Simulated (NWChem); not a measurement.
Species: C₂H₃FO₂Si; SMILES O=C1OC[Si@H]1F

```xyz
9

O      1.3409    -1.8472     0.0620
C      0.4709    -1.0271    -0.0116
O     -0.8807    -1.2929     0.2412
C     -1.5576     0.0032     0.1265
Si     0.0617     0.8289    -0.4463
F      0.6816     2.0134     0.4984
H     -2.3931    -0.0714    -0.5982
H     -1.9536     0.3186     1.1134
H      0.1871     1.2925    -1.8676
```
Atoms are numbered in this order, from 1.

Program: NWChem. Medium grid unless said otherwise, to which SCAN and Minnesota functionals are sensitive. All runs use the structure optimised with PBE-D3(BJ)/def2-SVP.

Estimate the computed values for MN15-L/def2-SVP. Quantities: highest occupied level (eV); orbital gap (eV); dipole (D).


| Property | Result |
|---|---|
| highest occupied level (eV) | -6.93 |
| orbital gap (eV) | 4.83 |
| dipole (D) | 3.79 |
